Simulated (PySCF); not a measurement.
Delta-SCF ions had no search for a lower state. Excitations are Tamm–Dancoff values on a coarser integration grid. The basis has no diffuse functions, so Rydberg states are missing or too high.

# H₆O₂Si₂, SMILES `O[SiH2]O[SiH3]` (H–O–Si–O torsion 72°, O–Si–O–Si torsion 68°) (charge 0, multiplicity 1)

Method: PBE0-D4/def2-TZVP run with PySCF.

```
Quantity                                                                 Value
--------------------------------------  --------------------------------------
HOMO                                                                  -8.74 eV
dipole moment                                                           1.09 D
HOMO–LUMO gap                                                          8.86 eV
LUMO                                                                   0.12 eV
S1 excitation (TDA)                                                    7.48 eV
S1 oscillator strength                                                   0.002
T1 excitation (TDA)                                                    7.11 eV
S1–T1 gap (TDA)                                                        0.37 eV
vertical ionisation energy (Delta-SCF)                                10.77 eV
total energy                                                      -732.8519 Ha
cost                                    about 90 core-seconds (a rough figure)
```

```xyz
10

O      2.2051     0.2706     0.1115
Si     1.0416    -0.6935    -0.5224
O     -0.4037    -0.4771     0.2009
Si    -1.6449     0.5657     0.4304
H      2.5306     0.0719     0.9904
H      0.9563    -0.3056    -1.9473
H      1.3827    -2.1247    -0.3399
H     -1.8180     1.4351    -0.7630
H     -2.8812    -0.2222     0.6552
H     -1.3777     1.4147     1.6194
```
Charge 0, spin multiplicity 1.
